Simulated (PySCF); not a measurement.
# How methods differ on the ionisation energy of O²⁺

O²⁺ [He] 2s2 2p2 (3P) → O³⁺ [He] 2s2 2p1 (2P), as a difference of total energies. All numbers are calculated (PySCF 2.14, scalar relativity by spin-free X2C-1e, in cc-pVTZ-DK). Correlated levels: valence: 1s2 frozen. The calculations carry no spin-orbit coupling.

| method | ionisation energy (eV) |
| --- | --- |
| UHF | 54.569 |
| M06-L | 55.311 |
| r2SCAN | 55.561 |
| MP2 (valence) | 54.946 |
| SCS-MP2 (valence) | 54.802 |
| CCSD (valence) | 54.734 |
| CCSD(T) (valence) | 54.744 |

Errors of the correlated levels include the incompleteness of this basis and the frozen core.

Question: Which method comes closest to the reference value, and which is furthest?

Answer: The reference is 54.936 eV (semi-empirical (NIST evaluation); NIST Atomic Spectra Database, ionization energies). Closest: MP2 (valence) (error 0.010 eV); furthest: r2SCAN (error 0.625 eV).
